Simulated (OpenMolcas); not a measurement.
**Ne II: effect of the IPEA shift**

| Item | Value |
| --- | --- |
| Program | OpenMolcas |
| Basis | ANO-RCC-VTZP [4s3p2d1f] |
| Scalar Hamiltonian | DKH2, point nucleus |
| Active space | 7 electrons in 9 orbitals (RAS2 2s 2p; RAS3 3d, at most 2 electrons) |
| State averaging | 2S+1 = 2 odd, 3 roots; 2S+1 = 2 even, 1 root |
| Spin-orbit coupling | state interaction with AMFI integrals over the reference wave functions, term energies averaged over their components |

Methods on the same reference wave functions:
A. RASSCF
B. SS-RASPT2, IPEA 0 Eh, imaginary shift 0.1 Eh (closed shells correlated: 1s)
C. SS-RASPT2, IPEA 0.25 Eh, imaginary shift 0.1 Eh (closed shells correlated: 1s)

Energies in eV above 2s² 2p⁵ ²P°_3/2, the measured ground level; measured values from NIST Handbook of Basic Atomic Spectroscopic Data.

```json
{"Level": "2s² 2p⁵ ²P°_3/2", "A": "0.0000", "B": "0.0000", "C": "0.0000", "Measured": "0.0000"}
{"Level": "2s² 2p⁵ ²P°_1/2", "A": "0.0953", "B": "0.0953", "C": "0.0953", "Measured": "0.0967"}
{"Level": "2s 2p⁶ ²S_1/2", "A": "27.6759", "B": "27.086", "C": "27.105", "Measured": "26.9105"}
```

Deviations, from unrounded energies. A percentage is the sum of absolute deviations over the sum of measured energies, with the sign that they share, or ± where signs differ.

```
                  Against measurement  Levels     A     B     C
       mean absolute deviation (cm-1)       2  3100   710   790
fine structure of the ground term (%)       1  -1.5  -1.5  -1.5
             other configurations (%)       1  +2.8  +0.7  +0.7
```

B lies closest to measurement on these levels and A furthest from it. The largest miss of B in the table is 2s 2p⁶ ²S_1/2, by +1400 cm-1. The ranking rests on the paired levels alone, and a cruder setting can come out closer through cancelling errors.

Between B and C the level of the table that moves most is 2s 2p⁶ ²S_1/2, by 150 cm-1 (lowest in B, highest in C).

The lowest spin-free term lies below A's lowest term by 0.141 hartree in B, 0.140 hartree in C.

Active for correlation alone: 3d; no level in the range computed is led by a configuration that fills it, so any true level of that kind is missing. Without dynamic correlation excited terms often stand tens of per cent too high (terms of higher spin than the ground term too low), and those without a measured partner can miss by more than the paired ones (holds for A). Measured partners are found by configuration, term and J. A level has none where our copy of the source lacks it or the pairing is in doubt (some pairs that miss far off the trend of their configuration count as doubtful), and it then counts in no deviation. Levels of configurations outside the active space are missing.

° marks odd parity.
